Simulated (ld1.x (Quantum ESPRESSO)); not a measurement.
## Zn (Z = 30): variants of one PAW potential

Base potential:

| Quantity | Value |
| --- | --- |
| Element | zinc (Zn) |
| Generator | ld1.x (Quantum ESPRESSO) 7.5 |
| Type | PAW |
| Functional | PBE |
| Relativity | scalar-relativistic |
| Frozen core | [Ar] |
| Valence charge | 12 |
| Reference configuration | 3d10 4s1.5 4p0 (charge +0.5) |
| Partial waves | 4s (bound): rcut 1.65, rcutus 1.95 bohr; 4s channel at 0.2 Ry: rcut 1.65, rcutus 1.95 bohr; 4p (bound, empty): rcut 1.85, rcutus 2.35 bohr; 4p channel at 1.95 Ry: rcut 1.85, rcutus 2.35 bohr; 3d (bound): rcut 1.40, rcutus 1.55 bohr; 3d channel at 1.95 Ry: rcut 1.40, rcutus 1.55 bohr |
| Local potential | all-electron potential smoothed inside 1.15 bohr (lloc = -1) |
| Core correction | Bessel-smoothed model core inside 1.45 bohr |
| Augmentation charge | BESSEL, radius 1.15 bohr |

All-electron outer shells of the reference configuration (PBE, scalar-relativistic, ld1.x):

```
shell  level (eV)  outermost node (bohr)  outermost maximum (bohr)
   3p      -88.02                   0.25                      0.59
   3d      -14.74                      –                      0.57
   4s       -9.84                   0.85                      2.04
   4p       -4.24                   0.92                      2.75
```

Cutoffs, loose and tight: the cutoffs (Ry, on a coarse ladder) from which the occupation-weighted sum of valence levels, in a spherical-Bessel basis at the reference potential, stays within 10 and 1 mRy of its value at 400 Ry. They do not see the model core or the augmentation charge, which bear on the density cutoff. Test errors are all-electron minus pseudo excitation energies from the reference, over the configurations 3d10 4s2 4p0; 3d10 4s1 4p0; 3d10 4s0 4p0; 3d8 4s0 4p0; 3d9 4s0 4p0; 3d10 4s1 4p1; 3d9 4s2 4p0. A dash means not determined; rows that change the core or the reference have their own tests. The largest error is taken over the tests solved by every variant that gives reliable tests at all: 3d10 4s0 4p0; 3d10 4s1 4p0; 3d10 4s2 4p0.

A true bound ghost makes a file unfit for plane-wave use even where its test errors are small: the radial tests pick states by their node count and pass the ghost by. Where a test does run into it, the solver fails or the error is huge.

| change | outcome | cutoff, loose | cutoff, tight | bound ghosts | largest test error (meV) |
| --- | --- | --- | --- | --- | --- |
| base | generated | 55 Ry | 80 Ry | s | -14 |
| waves 3d (bound): rcut 0.94, rcutus 1.00 bohr; 3d channel at 1.95 Ry: rcut 0.94, rcutus 1.00 bohr | generated | 160 Ry | 260 Ry | s | +15 |
| waves 3d (bound): rcut 1.12, rcutus 1.18 bohr; 3d channel at 1.95 Ry: rcut 1.12, rcutus 1.18 bohr | generated | 100 Ry | 180 Ry | s | -0.8 |
| waves 3d (bound): rcut 1.32, rcutus 1.40 bohr; 3d channel at 1.95 Ry: rcut 1.32, rcutus 1.40 bohr | generated | 55 Ry | 90 Ry | s | -5.6 |
| waves 3d (bound): rcut 1.40, rcutus 1.66 bohr; 3d channel at 1.95 Ry: rcut 1.40, rcutus 1.66 bohr | generated | 45 Ry | 70 Ry | s | -13 |
| waves 3d (bound): rcut 1.40, rcutus 1.90 bohr; 3d channel at 1.95 Ry: rcut 1.40, rcutus 1.90 bohr | generated | 30 Ry | 50 Ry | s | -11 |
| waves 3d (bound): rcut 1.40, rcutus 2.04 bohr; 3d channel at 1.95 Ry: rcut 1.40, rcutus 2.04 bohr | generated | 25 Ry | 40 Ry | s | -11 |
| waves 3d (bound): rcut 1.40, rcutus 2.34 bohr; 3d channel at 1.95 Ry: rcut 1.40, rcutus 2.34 bohr | generated | 18 Ry | 30 Ry | s | -13 |

Reading the sweep of the d radius (base included, trends over the rows without a ghost): Bound ghosts are found at 1, 1.18, 1.4, 1.55, 1.66, 1.9, 2.04, 2.34 bohr. Every judged row has one, so this setting neither creates nor removes them.
